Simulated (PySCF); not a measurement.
AlClH4OSi.

```xyz
8

Al    -0.3826     0.1543     0.0000
Cl     0.9220     1.8199     0.0000
O     -2.0586     0.4238     0.0000
H     -2.5155     1.2700     0.0000
Si     0.4530    -2.1248     0.0000
H     -0.6655    -3.1167     0.0000
H      1.3041    -2.3701     1.2072
H      1.3041    -2.3701    -1.2072
```
Charge 0, spin multiplicity 1.

The structure is a stationary point at r2SCAN-D4/def2-SVP. One conformer was computed; it need not be the lowest.

The numbers are results of B3LYP/pcSseg-1 in PySCF, not measurements. Non-relativistic, no solvent.

Give the absolute GIAO shielding of each atom: isotropic value and principal components (ppm). (The exact figures need the calculation; the answer reports its results.)


| atom | σ(iso) | σ11 | σ22 | σ33 | span |
|---|---|---|---|---|---|
| Al1 | 389.4 | 354.9 | 359.5 | 453.6 | 98.7 |
| Cl2 | 858.5 | 687.7 | 825.9 | 1062.0 | 374.3 |
| O3 | 248.9 | 172.6 | 267.7 | 306.3 | 133.7 |
| H4 | 28.4 | 21.6 | 22.3 | 41.2 | 19.5 |
| Si5 | 468.7 | 458.4 | 462.6 | 485.3 | 26.9 |
| H6 | 28.3 | 25.0 | 26.1 | 33.7 | 8.7 |
| H7 | 28.3 | 25.2 | 26.2 | 33.3 | 8.1 |
| H8 | 28.3 | 25.2 | 26.2 | 33.3 | 8.1 |
